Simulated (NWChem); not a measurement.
MgSiH₄O; SMILES [OH][Mg][SiH3]

```xyz
7

Mg    -0.0193     0.7545    -0.0323
O      0.0262     2.5428     0.0385
H     -0.1710     3.4311    -0.2773
Si     0.0013    -1.8110     0.0047
H      0.4282    -2.4065    -1.3176
H     -1.3580    -2.3982     0.3094
H      0.9448    -2.3734     1.0431
```
Atoms are numbered in this order, from 1.

Level: PBE-D3(BJ)/def2-SVP (NWChem), optimised geometry, unscaled harmonic frequencies. 

List the harmonic frequencies with IR intensities, and the thermochemistry.


```
frequency (cm⁻¹)  IR intensity (km/mol)
----------------  ---------------------
21                                129.9
110                                50.3
125                                 0.0
156                                89.2
301                                 3.9
385                                 1.0
386                                 0.3
782                               171.9
816                               121.7
905                                34.8
906                                35.3
2119                               59.8
2132                               86.1
2132                               85.2
3912                               88.5
```

```json
{
 "zero_point_energy": "21.7 kcal/mol",
 "thermal correction to the enthalpy at 298.15 K (with zero-point energy)": "26.7 kcal/mol",
 "heat capacity Cv": "20.7 cal/(mol K)",
 "entropy at 298.15 K and 1 atm (symmetry number 1)": "82.6 cal/(mol K)",
 "dipole_moment": "1.22 D"
}
```

Rigid rotor and harmonic oscillator; modes under 100 cm⁻¹ make the entropy uncertain.
